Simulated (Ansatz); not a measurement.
Z-matrix (Å, degrees):
```
Ge
O 1 1.7655
H 2 0.9637 1 112.18
O 1 1.7655 2 116.40 3 88.30
H 4 0.9637 1 112.17 2 88.32
O 1 1.7655 2 106.12 3 -29.49
H 6 0.9637 1 112.17 2 153.91
O 1 1.7655 2 106.13 3 -153.91
H 8 0.9637 1 112.18 2 29.49
```
Charge 0, spin multiplicity 1.

All values below come from frozen-core CCSD(T)/cc-pVTZ // B3LYP-D3(BJ)/def2-TZVP in Ansatz (a program for electronic structure).

| Property | Value |
|---|---|
| HF energy | -2377.43918 Ha |
| MP2 correlation energy | -1.16615 Ha |

Problem. Estimate the CCSD correlation energy, the (T) correction, the total energy and the T1 diagnostic.

Solution. 
* **CCSD correlation energy**: -1.16916 Ha
* **(T) correction**: -0.04398 Ha
* **CCSD(T) total energy**: -2378.65232 Ha
* **T1 diagnostic**: 0.012
